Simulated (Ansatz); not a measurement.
Total energies of Si(OMe)2 (C₂H₆O₂Si) from Ansatz at PBE0-D4/def2-TZVP, gas phase (1 Eh = 27.2114 eV = 2625.5 kJ/mol). The reference geometry is relaxed at PBE-D4/def2-SVP.

```xyz
11

Si    0.695   -0.141   -0.071
O    -0.676   -1.025   -0.500
C    -0.632   -2.296   -1.119
H    -1.172   -2.262   -2.090
H    -1.138   -3.048   -0.476
H     0.407   -2.653   -1.315
O    -0.118    1.187    0.578
C     0.531    2.316    1.130
H     1.644    2.240    1.100
H     0.223    2.448    2.190
H     0.235    3.232    0.574
```

```tsv
state	geometry	energy (Eh)
charge 0 singlet	reference	-519.52256
charge 1 doublet	reference	-519.19189
charge 1 doublet	relaxed at PBE-D4/def2-SVP	-519.21525
free Si atom (triplet)	–	-289.24943
free O atom (triplet)	–	-75.01860
free C atom (triplet)	–	-37.80537
free H atom (doublet)	–	-0.50104
```

(1) Work out the vertical ionisation energy to the doublet.

(2) How much does the charge 1 doublet relax, and what is the adiabatic ionisation energy?

(3) What is the binding energy per atom against free atoms?

(1) E(charge 1 doublet) − E(charge 0 singlet) = -519.19189 − (-519.52256) = 0.33067 Eh = 9.00 eV. For comparison, −ε of the highest occupied level is 6.89 eV at this level, 2.11 eV less.

(2) Relaxation: -519.19189 − (-519.21525) = 0.02336 Eh = 0.64 eV. Adiabatic ionisation energy: 0.30731 Eh = 8.36 eV, without zero-point energy. 

(3) Atoms: 1 × (-289.24943) + 2 × (-75.01860) + 2 × (-37.80537) + 6 × (-0.50104) = -517.90361 Eh. Binding: -517.90361 − (-519.52256) = 1.61895 Eh = 44.05 eV, or 4.00 eV for each of 11 atoms (no zero-point energy, no counterpoise term).
